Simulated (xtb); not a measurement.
Ti(Cl)2(OSiH3) (Cl₂H₃OSiTi), SMILES [SiH3][O][Ti+]([Cl])[Cl], charge +1, multiplicity 1. All values are semi-empirical tight-binding results from xtb (GFN2-xTB unless named), good for trends rather than for accurate numbers. Geometry: GFN2-xTB. The multiplicity is an assumed one; no other spin state was optimised. The isomer is the one that the SMILES or the coordinates give; other isomers of the formula were not compared. The values are those of a single conformer.

For metal compounds this method's bond lengths and energies can be far off.

Computed properties:
| Item | Result |
|---|---|
| orbital gap | 1.75 eV |
| zero-point energy | 18.0 kcal/mol |
| G − E(el) at 298.15 K (modified RRHO) | -4.0 kcal/mol |
